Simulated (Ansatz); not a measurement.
(4-methoxyphenyl)phenyliodonium mesylate (C₁₄H₁₅IO₄S). The state is a singlet with charge 0. Geometry PBE-D4/def2-SVP; atoms count from 1.

```xyz
35

C     1.3445    2.6999   -2.7891
O     1.4419    3.2228   -1.4570
C     0.5255    2.8116   -0.5646
C    -0.6008    2.0380   -0.9144
C    -1.4327    1.5229    0.0823
C    -1.1312    1.8218    1.4139
I    -2.0706    0.5931    2.8669
C    -0.6220   -1.0282    2.7135
C     0.0597   -1.4150    3.8726
C     1.0715   -2.3784    3.7162
C     1.3853   -2.8773    2.4399
C     0.6776   -2.4427    1.3095
C    -0.3714   -1.5110    1.4338
C    -0.0551    2.6424    1.8008
C     0.7578    3.1604    0.7926
H     0.4749    3.1359   -3.3253
H     1.2337    1.5952   -2.7833
H     2.2786    2.9972   -3.2990
H    -0.7929    1.6939   -1.9466
H    -2.2149    0.8101   -0.2252
H    -0.1643   -0.9877    4.8606
H     1.6322   -2.7147    4.6019
H     2.2013   -3.6077    2.3284
H     0.9218   -2.7729    0.2878
H    -0.9353   -1.2229    0.5184
H     0.1646    2.8551    2.8565
H     1.6244    3.7913    1.0370
C    -1.0519   -2.5601   -3.2201
S    -0.7919   -1.0754   -2.2104
O    -0.9173    0.0706   -3.1793
O    -1.9115   -1.1255   -1.1786
O     0.5728   -1.2150   -1.5959
H    -0.2640   -2.5885   -3.9950
H    -0.9875   -3.4483   -2.5647
H    -2.0528   -2.4911   -3.6842
```

In the def2 sets I takes a core potential; there is no spin–orbit coupling. Single mean-field runs in def2-TZVP are fitted with def2-universal-jkfit. The restricted singlet is unstable towards broken spin symmetry in Hartree–Fock (as tested in another run); at PBE0-D4/def2-TZVP this wasn't settled. In the singlet geometry the species has come apart into loosely held pieces.

Question: Estimate the Mulliken populations of the heavy atoms from the PBE0/def2-TZVP orbitals of Ansatz.

Answer: 
| atom | charge (e) |
| --- | --- |
| C1 | -0.24 |
| O2 | -0.22 |
| C3 | 0.32 |
| C4 | -0.25 |
| C5 | -0.26 |
| C6 | 0.10 |
| I7 | 0.39 |
| C8 | 0.10 |
| C9 | -0.21 |
| C10 | -0.11 |
| C11 | -0.10 |
| C12 | -0.15 |
| C13 | -0.10 |
| C14 | -0.19 |
| C15 | -0.20 |
| C28 | -0.38 |
| S29 | 0.86 |
| O30 | -0.56 |
| O31 | -0.59 |
| O32 | -0.55 |
Mulliken values depend strongly on the basis.

Question: And the Mayer bond orders between heavy atoms (over 0.3)?

Answer: C1–O2 0.91 (1.43 Å); O2–C3 1.19 (1.34 Å); C3–C4 1.30 (1.41 Å); C3–C15 1.34 (1.42 Å); C4–C5 1.44 (1.40 Å); C5–C6 1.36 (1.40 Å); C6–I7 0.99 (2.12 Å); C6–C14 1.33 (1.41 Å); I7–C8 0.90 (2.18 Å); C8–C9 1.34 (1.40 Å); C8–C13 1.38 (1.39 Å); C9–C10 1.42 (1.41 Å); C10–C11 1.41 (1.41 Å); C11–C12 1.42 (1.40 Å); C12–C13 1.44 (1.41 Å); C14–C15 1.48 (1.39 Å); C28–S29 0.90 (1.81 Å); S29–O30 1.66 (1.51 Å); S29–O31 1.54 (1.52 Å); S29–O32 1.66 (1.50 Å).
